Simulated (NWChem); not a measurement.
bromine monochloride (BrCl); SMILES ClBr

All runs: NWChem. Medium grid unless said otherwise, to which SCAN and Minnesota functionals are sensitive. Geometry: optimised at PBE0/def2-SVP.

Question: Order these by “dipole (D)”, lowest first: BHandHLYP/def2-SVP; M06-L/def2-SVP; LDA (Slater exchange, VWN5)/def2-SVP; M06/def2-SVP.

Answer: LDA (Slater exchange, VWN5)/def2-SVP (0.46), BHandHLYP/def2-SVP (0.56), M06/def2-SVP (0.68), M06-L/def2-SVP (0.80)
